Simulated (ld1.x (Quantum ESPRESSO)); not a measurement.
## Plane-wave convergence, TM potential for barium

- Element: Ba (Z = 56)
- Generator: ld1.x (Quantum ESPRESSO) 7.5
- Type: norm-conserving Troullier–Martins (Kleinman–Bylander form)
- Functional: PBE
- Relativity: scalar-relativistic
- Frozen core: [Xe]
- Valence charge: 2
- Reference configuration: 5d0 6s1 6p0 (charge +1)
- Partial waves: 6p (bound, empty): rc 3.70 bohr; 5d (bound, empty): rc 4.05 bohr; 6s (bound): rc 2.85 bohr
- Local potential: the s channel
- Core correction: none

The pseudo-atom Hamiltonian at the reference potential is diagonalised in spherical Bessel functions j_l(qr) that vanish at 20 bohr, with q² up to the cutoff. All-electron valence levels (Ry): 6p -0.3665, 5d -0.5198, 6s -0.5574.

**Question.** How do the lowest levels (Ry) of each channel move with the cutoff, and are there ghosts?

**Answer.**

| cutoff (Ry) | p #1 | p #2 | d #1 | d #2 | s #1 | f #1 | Σ f·Δε (mRy) |
| --- | --- | --- | --- | --- | --- | --- | --- |
| 8 | -9.3132 | -0.3655 | -0.5161 | -0.1547 | -0.5530 | -0.0915 | 4.5 |
| 10 | -9.6965 | -0.3663 | -0.5194 | -0.1550 | -0.5559 | -0.0915 | 1.5 |
| 12 | -10.4387 | -0.3664 | -0.5198 | -0.1551 | -0.5561 | -0.0915 | 1.3 |
| 15 | -10.8013 | -0.3664 | -0.5198 | -0.1551 | -0.5562 | -0.0915 | 1.2 |
| 18 | -10.8266 | -0.3664 | -0.5198 | -0.1551 | -0.5562 | -0.0915 | 1.2 |
| 21 | -10.9161 | -0.3665 | -0.5198 | -0.1551 | -0.5564 | -0.0915 | 1.0 |
| 25 | -10.9462 | -0.3665 | -0.5198 | -0.1551 | -0.5568 | -0.0915 | 0.6 |
| 30 | -11.0202 | -0.3665 | -0.5198 | -0.1551 | -0.5571 | -0.0916 | 0.3 |
| 35 | -11.0861 | -0.3665 | -0.5198 | -0.1551 | -0.5572 | -0.0916 | 0.3 |
| 400 | -11.1164 | -0.3665 | -0.5198 | -0.1551 | -0.5574 | -0.0916 | 0.0 |

Result: ghost states, extra bound levels that the all-electron valence spectrum of the same l lacks: p at -151.2 eV, s at -2.85 eV (a true bound ghost makes a file unfit for plane-wave use); 10 mRy is reached at 8 Ry and 1 mRy at 25 Ry.

Its largest configuration-test error is +855 meV.
